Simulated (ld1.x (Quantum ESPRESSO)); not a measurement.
# Transferability test, ultrasoft potential for Br (Z = 35)

ld1.x (Quantum ESPRESSO) 7.5 input, shortened:

```
&input
   title='Br', zed=35., rel=1, dft='PBE', iswitch=3,
   config='[Ar] 3d10 4s2 4p2'
 /
 &inputp
   pseudotype=3, tm=.true., lloc=-1, rcloc=1.20,
   nlcc=.true., new_core_ps=.true.
 /
4
4S  1  0   2.00   0.00  1.25  1.35  0.0
4S  1  0   0.00  -2.00  1.25  1.35  0.0
4P  2  1   2.00   0.00  1.40  1.65  0.0
4P  2  1   0.00   0.80  1.40  1.65  0.0
 &test
   configts(1)='4s2 4p2'
 /
```

Energies are relative to the spin-unpolarised reference configuration 4s2 4p2; without spin polarisation the order of configurations can differ from experiment. The frozen-core shift is the all-electron ΔE with the core orbitals held at their reference shape minus the fully relaxed ΔE.

```tsv
valence configuration	charge	ΔE all-electron (eV)	error AE − PS (meV)	frozen-core shift (meV)
4s2 4p5	0	-69.297	-9.5	+59
4s2 4p4	+1	-56.743	-5.9	+39
4s2 4p3	+2	-33.982	-0.2	+12
4s1 4p5	+1	-43.739	+3.9	+16
4s2 4p4.5	+0.5	-64.222	-8.2	+51
4s1 4p6	0	-56.926	+2.9	+32
```

Q: What are ΔE and the potential's error for 4s2 4p1?

A: ΔE = 46.024 eV all-electron; the error (AE − PS) is -20 meV.

Levels in the configuration 4s2 4p1:

```tsv
level	all-electron (eV)	pseudo (eV)
4s	-67.316	-67.361
4p	-52.288	-52.317
```
